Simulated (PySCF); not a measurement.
# Polarisability and C₆ of Cl²⁺ (chlorine, charge +2)

[Ne] 3s1 3p3 3d1, high-spin 6D determinant (an excited configuration). Computed with PySCF 2.14 in aug-cc-pV(Q+d)Z, with no relativity, point nucleus. Coupled (time-dependent) response in atomic units; α is the mean over directions.

```
 method  mean α (bohr³)         α xx, yy, zz  C₆ (like pair)  S(−4)
LC-wPBE           7.559  8.529, 8.529, 5.618           26.85  36.72
 PBEsol           8.183  9.389, 9.389, 5.771           29.02  52.31
```

S(−4) is the Cauchy moment in α(ω) = α(0) + S(−4) ω² + …

α(iu) at PBEsol:

```csv
u (hartree),α(iu) (bohr³)
0,8.183
0.0500,8.057
0.100,7.727
0.200,6.831
0.300,5.969
0.500,4.567
0.750,3.288
1.00,2.411
1.50,1.413
2.00,0.9204
3.00,0.4868
5.00,0.2172
```

A single London oscillator, α(iu) = α/(1 + u²/ω²), gives C₆ = (3/4) ω α². Matching the computed C₆ needs ω = 4 × 29.02 / (3 × 8.183²) = 0.578 hartree.

For an ion, C₆ is the dispersion term alone; charge-induced terms of lower order in 1/R come first.

The components differ because the open shell of this determinant is not spherical; for a pure term their mean is the scalar polarisability.

The outer electron is Rydberg-like, and this basis confines it to a smaller radius and binds it less than a complete one would.
